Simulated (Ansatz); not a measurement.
System: C₃H₃N₂ (charge 0, doublet). It need not be the lowest isomer of its formula. 
Coordinates optimised at B3LYP-D3(BJ)/def2-TZVP (Ansatz, a program for electronic structure):
SMILES: [N]1C=CC=N1
```xyz
8

C      0.3926    -1.0187    -0.3982
C      1.1426     0.1571    -0.0640
N      0.3597     1.1035     0.3495
N     -1.0121     0.5894     0.3122
C     -0.9600    -0.6308    -0.1211
H      0.7573    -1.9651    -0.7681
H      2.2119     0.2961    -0.1267
H     -1.8531    -1.2272    -0.2372
```
Charge 0, spin multiplicity 2.

Property: atomisation energy (electronic, to ground-state atoms), in kcal/mol. Valence correlation only, unless marked. Open shells are spin-unrestricted. Spin-orbit coupling is left out. Non-relativistic unless marked X2C. The coupled-cluster limit lacks core correlation, which all-electron functionals hold. Basis-set limits of correlation are two-point, X^-3; Hartree-Fock from the larger set (for Q and 5 zeta extrapolated as (X+1)exp(-9√X)).

```json
[
 {"level": "BLYP-D3(BJ)/def2-TZVPD", "program": "Ansatz + dftd3", "atomisation energy (kcal/mol)": "839.5"},
 {"level": "revPBE-D4/def2-TZVPD", "program": "Ansatz + dftd4", "atomisation energy (kcal/mol)": "843.9"},
 {"level": "B3LYP/def2-TZVPD", "program": "Ansatz", "atomisation energy (kcal/mol)": "822.1"},
 {"level": "CAM-B3LYP/def2-TZVPD", "program": "Ansatz", "atomisation energy (kcal/mol)": "825.7"},
 {"level": "B2PLYP-D4/def2-TZVPD", "program": "Ansatz + dftd4", "atomisation energy (kcal/mol)": "817.6"},
 {"level": "RPA@PBE/cc-pVTZ", "program": "Ansatz", "atomisation energy (kcal/mol)": "757.5"},
 {"level": "RI-MP2/CBS(cc-pVTZ,cc-pVQZ)", "program": "Ansatz", "atomisation energy (kcal/mol)": "823.3"}
]
```

Problem. What does CCSD(T)/CBS(cc-pVQZ,cc-pV5Z) (Ansatz) give?

Solution. 816.7 kcal/mol, so RI-MP2/CBS(cc-pVTZ,cc-pVQZ) differs from it by 6.6 kcal/mol.
